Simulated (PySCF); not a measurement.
## Au⁵⁸⁺: ionisation energy

Au⁵⁸⁺ [Ar] 3d3 [3d3/2^3, M_J = 3/2] → Au⁵⁹⁺ [Ar] 3d2 [3d3/2^2, M_J = 2], as a difference of total energies. Calculation: PySCF 2.14, in an even-tempered Gaussian basis (15 s from 18 bohr⁻², ratio 2.8; 12 p from 23 bohr⁻², ratio 2.8; 8 d from 23 bohr⁻², ratio 2.8; 3 f from 73 bohr⁻², ratio 3); the two-component X2C-1e Hamiltonian. Correlated levels: [Ne] frozen; the 72 highest virtual spinors dropped. "Screened" scales the spin-orbit matrix elements by Boettger's factors to mimic the two-electron term; Breit and QED terms are absent.

```csv
method,ionisation energy (eV)
GHF (spin-free),5951.4
GMP2 (spin-free),5951.2
GHF (screened spin-orbit),5997.7
GMP2 (screened spin-orbit),5998.5
```

Breit and QED terms and the two-electron picture change are absent.

The spin-free rows relax to the high-spin LS determinant and lack the spin-orbit shift.

The labels give the starting determinants; with spin-orbit coupling the two ends relaxed to ⟨J²⟩ = 3.76, ⟨L²⟩ = 7.58, ⟨S²⟩ = 2.08 and ⟨J²⟩ = 6.01, ⟨L²⟩ = 10.11, ⟨S²⟩ = 1.55.

For comparison: 5994 ± 6 eV (theoretical estimate listed by NIST; NIST Atomic Spectra Database, ionization energies).
